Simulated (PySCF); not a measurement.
## RbZn: script and output

File input.py (PySCF 2.14):

```python
from pyscf import gto, dft

mol = gto.M(
    atom='Rb 0 0 0; Zn 0 0 3.25',
    basis='def2-svp',
    ecp={'Rb': 'def2-svp'},
    charge=0,
    spin=1,
    verbose=4,
)
mf = dft.UKS(mol, xc='b3lyp')
mf.kernel()
mf.dip_moment()
print('orbital energies (hartree):', [e[max(0, n-3):n+3].round(4) for e, n in zip(mf.mo_energy, mol.nelec)])
```

```bash
$ python input.py
```

It prints (some set-up lines and the per-cycle HOMO/LUMO lines with their warnings removed):

```
PySCF version 2.14.0

[INPUT] verbose = 4
[INPUT] num. atoms = 2
[INPUT] num. electrons = 39
[INPUT] charge = 0
[INPUT] spin (= nelec alpha-beta = 2S) = 1
[INPUT] symmetry False subgroup None
[INPUT] Mole.unit = angstrom
[INPUT] Symbol           X                Y                Z      unit          X                Y                Z       unit  Magmom
[INPUT]  1 Rb     0.000000000000   0.000000000000   0.000000000000 AA    0.000000000000   0.000000000000   0.000000000000 Bohr   0.0
[INPUT]  2 Zn     0.000000000000   0.000000000000   3.250000000000 AA    0.000000000000   0.000000000000   6.141609904836 Bohr   0.0

nuclear repulsion = 43.9624144456615
number of shells = 21
number of NR pGTOs = 108
number of NR cGTOs = 55
basis = def2-svp
ecp = {'Rb': 'def2-svp'}

******** <class 'pyscf.dft.uks.UKS'> ********
method = UKS
initial guess = minao
damping factor = 0
level_shift factor = 0
DIIS = <class 'pyscf.scf.diis.CDIIS'>
diis_start_cycle = 1
diis_space = 8
diis_damp = 0
SCF conv_tol = 1e-09
SCF conv_tol_grad = None
SCF max_cycles = 50
direct_scf = True
direct_scf_tol = 1e-13
number electrons alpha = 20  beta = 19
XC library pyscf.dft.libxc version 7.0.0
    S. Lehtola, C. Steigemann, M. J.T. Oliveira, and M. A.L. Marques.,  SoftwareX 7, 1–5 (2018)
XC functionals = b3lyp
    P. J. Stephens, F. J. Devlin, C. F. Chabalowski, and M. J. Frisch.,  J. Phys. Chem. 98, 11623 (1994)
radial grids:
    Treutler-Ahlrichs [JCP 102, 346 (1995); DOI:10.1063/1.469408] (M4) radial grids

becke partition: Becke, JCP 88, 2547 (1988); DOI:10.1063/1.454033
pruning grids: <function nwchem_prune>
grids dens level: 3
symmetrized grids: False
atomic radii adjust function: <function treutler_atomic_radii_adjust>
small_rho_cutoff = 0
Set gradient conv threshold to 3.16228e-05
tot grids = 42552
init E= -1800.08382233566

cycle= 1 E= -1803.23561825917  delta_E= -3.15  |g|= 0.237  |ddm|= 2.01
cycle= 2 E= -1803.25952427794  delta_E= -0.0239  |g|= 0.211  |ddm|= 1.35
cycle= 3 E= -1803.27829167077  delta_E= -0.0188  |g|= 0.0493  |ddm|= 0.386
cycle= 4 E= -1803.27899002029  delta_E= -0.000698  |g|= 0.0116  |ddm|= 0.0688
cycle= 5 E= -1803.27902555114  delta_E= -3.55e-05  |g|= 0.0019  |ddm|= 0.02
cycle= 6 E= -1803.27902751072  delta_E= -1.96e-06  |g|= 0.000249  |ddm|= 0.00751
cycle= 7 E= -1803.27902766309  delta_E= -1.52e-07  |g|= 9.82e-05  |ddm|= 0.00303
cycle= 8 E= -1803.27902768461  delta_E= -2.15e-08  |g|= 2.3e-05  |ddm|= 0.000614
cycle= 9 E= -1803.27902768651  delta_E= -1.9e-09  |g|= 7.12e-06  |ddm|= 0.00021
cycle= 10 E= -1803.27902768665  delta_E= -1.35e-10  |g|= 1.63e-06  |ddm|= 0.000115
Extra cycle  E= -1803.27902768665  delta_E= -3.18e-12  |g|= 9.5e-07  |ddm|= 1.55e-05
converged SCF energy = -1803.27902768665  <S^2> = 0.75087613  2S+1 = 2.0008759
Dipole moment(X, Y, Z, Debye):  0.00000,  0.00000,  0.74369
orbital energies (hartree): [array([-0.4497, -0.2458, -0.0967, -0.0359, -0.0359, -0.0147]), array([-0.4496, -0.4496, -0.2409, -0.0541, -0.0317, -0.0317])]
```

In short: E(SCF) = -1803.279028 Eh, 10 cycles, ⟨S²⟩ = 0.751, μz(SCF) = 0.74 D.

Wall time 3.6 s on one thread of a shared host.

The bond length is a typed value, not an optimised one. No search for the lowest solution was made.
